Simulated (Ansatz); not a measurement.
A run on BH7O2Si2 (`[SiH3]OBO[SiH3]`) with other settings.

```yaml
crystal:
  periodic: [false, false, false]
  atoms:
    - {symbol: Si, position_ang: [-1.534217, 0.940492, 1.493582]}
    - {symbol: O, position_ang: [-0.416066, 0.303676, 0.457937]}
    - {symbol: B, position_ang: [0.874041, 0.625831, 0.168211]}
    - {symbol: O, position_ang: [1.551518, -0.096231, -0.753460]}
    - {symbol: Si, position_ang: [1.043187, -1.394721, -1.651733]}
    - {symbol: H, position_ang: [-0.948788, 2.077518, 2.248799]}
    - {symbol: H, position_ang: [-2.695831, 1.403400, 0.697320]}
    - {symbol: H, position_ang: [-1.959931, -0.127045, 2.429753]}
    - {symbol: H, position_ang: [1.422693, 1.540623, 0.716458]}
    - {symbol: H, position_ang: [-0.118060, -1.020397, -2.496805]}
    - {symbol: H, position_ang: [2.185836, -1.782315, -2.510611]}
    - {symbol: H, position_ang: [0.672517, -2.526030, -0.765449]}
basis:
  gaussian: {orbitals: "6-31G*"}
magnetization: {spin_polarized: true, initial_magnetization: 0}
hamiltonian: {xc: {name: HF}}
correlation: {active_space: {window: {electrons: 3, orbitals: 2}}}
output: {forces: true}
```

```sh
$ ansatz run in.yaml --threads 4 --pin off --events-out ev --progress --plain --max-ram 10444MiB
```

It prints (some lines left out):

```
Error: invalid value for `correlation.active_space`: it starts from restricted Hartree–Fock orbitals; set hamiltonian.xc: hf without magnetization.spin_polarized
```
